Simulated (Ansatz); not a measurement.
Cost and result for the atomization energy of C$_{2}$H$_{7}$FSi$_{2}$ (12 atoms, 11 bonds).

Z-matrix (Å, degrees):
```
C
Si 1 1.865
H 1 1.092 2 111.1
H 1 1.093 2 110.8 3 120.5
H 1 1.093 2 109.8 3 -120.0
C 2 1.888 1 111.0 3 175.4
H 2 1.501 1 108.9 3 57.6
H 2 1.488 1 112.1 3 -59.9
Si 6 1.878 2 104.3 1 -96.1
H 6 1.093 2 110.2 1 145.3
H 6 1.095 2 108.7 1 24.9
F 9 1.626 6 98.6 2 73.6
```

Charge 0, multiplicity 1. The bonds changed during the relaxation, so this is another structure than the one it started from. All single points use the PBE0-D4/def2-TZVP geometry. Program: Ansatz. All runs use 4 threads of an Intel Xeon 6975P-C on a shared host. Times are those of one run each, without the atoms' runs, and a repeat can differ threefold. Electronic energies, without spin–orbit coupling; frozen cores. CCSD(T)/CBS adds CCSD(T) − MP2 in def2-TZVPP to the MP2 limit, and its time is that of the two runs behind it. T1 = 0.013; the RHF reference is unstable towards UHF. HSE06 is the plane-wave form, built on full-range PBE exchange.

CCSD(T)/CBS is a level of theory with its own doubt, some kJ/mol a heavy atom from the limit and from the frozen cores, so smaller differences don't rank the functionals.

```csv
level,functions,wall time,atomization (kJ/mol),difference from CCSD(T)/CBS,per bond
LDA (SPW92)/def2-TZVPP,275,0.95 s,4919.4,541.0,49.2
PBE0-D4/def2-TZVPP,275,2 s,4358.9,-19.5,-1.8
BHLYP-D4/def2-TZVPP,275,2 s,4277.9,-100.5,-9.1
HSE06-D4/def2-TZVPP,275,2.2 s,4361.1,-17.3,-1.6
CAM-B3LYP-D4/def2-TZVPP,275,2.4 s,4388.3,9.9,0.9
CCSD(T)/def2-SVP,113,3 s,4112.6,-265.8,-24.2
r2SCANh-D4/def2-TZVPP,275,3 s,4353.7,-24.7,-2.2
PBE-QIDH/def2-TZVPP,275,4.2 s,4338.0,-40.4,-3.7
ωB97X-V/def2-TZVPP,275,4.5 s,4389.7,11.3,1.0
ωB97M-V/def2-TZVPP (with forces),275,6.5 s,4395.5,17.1,1.6
MP2/def2-QZVPP,521,17 s,4376.6,-1.8,-0.2
CCSD(T)/def2-TZVPP,275,52 s,4268.7,-109.7,-10.0
CCSD(T)/CBS(def2),–,68 s,4378.4,0.0,0.0
```

From r2SCAN to r2SCAN0 (25 % exact exchange), in def2-TZVPP and without D4, the atomization energy moves by −50.2 kJ/mol: exact exchange takes away binding that semilocal exchange gives to molecules. At CCSD(T), def2-SVP lies −265.9 kJ/mol from the extrapolated value and def2-TZVPP −109.8 kJ/mol: correlation converges slowly with the basis, and small sets miss more of it in the bonded molecule than in its fragments. Leaving LDA and LC-ωPBE aside and taking each functional with its dispersion term where it has one, the values, not all of them listed here, spread over 132.3 kJ/mol, from BHLYP-D4 to PBE-D4. LDA lies +537.5 kJ/mol from PBE without D4, its usual overbinding.
